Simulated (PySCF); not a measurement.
Run record: geometry optimisation, `O=[CH][GeH2][NH][GeH3]`.

Computed with PBE0-D3(BJ)/def2-SVP geometry optimisation, gas phase (PySCF 2.14.0). Start geometry: GFN2-xTB. The input is one job of a driver script: a line of settings, then coordinates in Å.

Command:
```bash
OMP_NUM_THREADS=1 python probes_run.py task.json out
```

Input:
```
{"job": {"xc": "PBE0", "basis": "def2-SVP", "d3": "d3bj", "grid": 1, "shake": 0.01, "kind": "geom"}, "charge": 0, "multiplicity": 1}
O      2.766790     1.091620    -0.962160
C      1.886460     0.815570    -0.184790
Ge     1.019980    -0.981990    -0.056900
N     -0.574340    -0.621210     0.651480
Ge    -1.828820     0.524540    -0.068570
H      1.496670     1.578340     0.535180
H      1.034290    -1.685510    -1.387860
H      1.706550    -1.897860     0.947310
H     -1.026500    -1.390720     1.173510
H     -2.497880    -0.008370    -1.282220
H     -2.859250     0.761820     1.017270
H     -1.084270     1.785500    -0.391290
```

Output:
```
step   0  E = -4324.90818707  max force = 0.035743
step   1  E = -4324.91251476  max force = 0.016365
step   2  E = -4324.91340203  max force = 0.004777
step   3  E = -4324.91351920  max force = 0.000892
step   4  E = -4324.91357251  max force = 0.001677
step   5  E = -4324.91361337  max force = 0.001808
step   6  E = -4324.91365282  max force = 0.002069
step   7  E = -4324.91370234  max force = 0.001615
step   8  E = -4324.91379643  max force = 0.000871
step   9  E = -4324.91383078  max force = 0.000829
step  10  E = -4324.91385579  max force = 0.000535
step  11  E = -4324.91387739  max force = 0.000390
step  12  E = -4324.91389424  max force = 0.000410
step  13  E = -4324.91390802  max force = 0.000305
optimisation converged
```

Energies in Eh; «max force» is the largest Cartesian gradient component in Eh/bohr.

**Question.** How much energy does the optimisation release, in eV?

**Answer.** E(step 0) − E(last step) = 0.005721 Eh, which is 0.156 eV.

Summary of the converged run: final energy -4324.91391 Eh after 13 steps; dipole 2.78 D.

On an Arm Neoverse V1 with one thread, shared host, this took 2.7 min wall and 0.54 GiB of memory at its peak.
Labels such as C1 count atoms from 1, the log's own numbers from 0.
